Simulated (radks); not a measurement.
Task: Species: the thallium ion Tl2+. Configuration: [Xe] 4f14 5d10 6s1. Method: Dirac Kohn-Sham, exchange-only B88, spin-unpolarised, spherical densities, point nucleus; computed with a radial shooting solver on a logarithmic mesh with Libxc functionals.

Spin-orbit splittings of the eigenvalues, e(l+1/2) - e(l-1/2), with zeta = 2 splitting/(2l+1) and mean radii in bohr:

shell  occ.  splitting (eV)  zeta (eV)  <r> j=l-1/2  <r> j=l+1/2
2p        6            2067       1378      0.05588      0.06468
3p        6           459.4      306.3       0.1674       0.1835
3d       10           98.10      39.24       0.1595       0.1644
4p        6           111.7      74.49       0.3931       0.4275
4d       10               ?          ?       0.4334       0.4445
4f       14           4.599      1.314       0.4646       0.4711
5p        6           20.27      13.51       0.9415        1.036
5d       10           2.244     0.8975        1.339        1.390
6p        0           1.883      1.255        2.749        3.032

Estimate the 4d splitting.

Result: 20.84 eV (zeta = 8.335 eV).
